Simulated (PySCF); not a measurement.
A GIAO shielding run with PySCF 2.14 (density fitting, non-relativistic, gas phase) on `C1C[Si@H](/C=N/C)O[SiH2]1`, C4H11NOSi2:

```
$ OMP_NUM_THREADS=1 python probes_run.py task.json out

{"job": {"kind": "nmr", "xc": "PBE0", "basis": "pcSseg-1"}, "charge": 0, "multiplicity": 1}
C      3.837712    -0.222791    -0.286077
N      2.505434    -0.235318    -0.802678
C      1.563251     0.287316    -0.154741
Si    -0.191331     0.272562    -0.834791
C     -1.281498    -1.157610    -0.185908
C     -2.679526    -0.573398     0.071216
Si    -2.460577     1.258642     0.559148
O     -0.991386     1.517997    -0.120002
H      4.182484    -1.255243    -0.211898
H      4.476688     0.285434    -1.009622
H      3.927378     0.268500     0.693784
H      1.748127     0.767856     0.822774
H     -0.259330     0.476293    -2.278356
H     -0.869332    -1.529617     0.755441
H     -1.335963    -2.013396    -0.857984
H     -3.221127    -1.169720     0.805517
H     -3.258430    -0.623486    -0.853362
H     -2.311009     1.488622     1.993649
H     -3.391369     2.166608    -0.098407
```

Hardware: 1 thread of an Intel Xeon, shared host. The job also computes population analyses, field gradients, ring-centre shieldings.

Problem. How large is the calculation?

Solution. 78 electrons, 205 basis functions and 1105 auxiliary functions.

Problem. How long does it take, and how much memory does it need?

Solution. 82 s of wall time, with 14 SCF cycles and 5 response iterations; peak memory 0.92 GiB. Times on a shared host scatter by some tens of per cent.
